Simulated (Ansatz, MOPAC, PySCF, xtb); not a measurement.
Noncovalent pair: SiH4 (SMILES [SiH4]) (first 5 atoms) with AsH3 (SMILES [AsH3]); geometry from B3LYP-D3(BJ)/def2-TZVP, rigid monomers moved along the line of their centres of mass till Si1···H9 is 3.80 Å.
(charge 0, multiplicity 1):
```xyz
9

Si     0.0047    -0.0823     0.1973
H      0.3140    -0.6296    -1.1431
H     -1.4219     0.3073     0.2561
H      0.8518     1.1025     0.4583
H      0.2739    -1.1135     1.2247
As     0.1212     0.5033     4.6729
H     -0.6170     1.0938     5.8706
H     -0.7139    -0.7714     4.7159
H     -0.8411     1.1616     3.6894
```

Interaction energies are E(AB) − E(A) − E(B) at the monomers' geometry in the complex; basis-set methods are counterpoise corrected.

Rows in 6-31G* carry no dispersion term and start afresh at each structure (6-31G* with six Cartesian d functions); the Pople sets are all-electron and without relativity. MP2/6-31G* freezes PySCF's default core, which leaves 3d correlated. The state reached by PM3, PM6 isn't checked.

Programs: Ansatz (Gaussian orbitals); MOPAC for PM3, PM6 (differences of heats of formation); PySCF for 6-31G* rows, the dispersion terms; xtb for the GFN methods. Each number belongs to the level named beside it.

```
level                   interaction energy (kcal/mol)
----------------------  -----------------------------
PM3                                              0.73
PM6                                             -0.31
GFN2-xTB                                        -1.68
PBE-D3(BJ)/def2-TZVPPD                          -0.99
r2SCAN-D4/def2-TZVPPD                           -0.65
B3LYP-D4/def2-TZVPPD                            -0.85
PBE0-D4/def2-TZVPPD                             -0.93
wB97X-V/def2-TZVPPD                             -0.71
MP2/6-31G*                                        ___
```

Question: Some entries are withheld; supply them.

Answer: 
- MP2/6-31G*, interaction energy (kcal/mol): -0.14

Ansatz is a quantum-chemistry and plane-wave program.
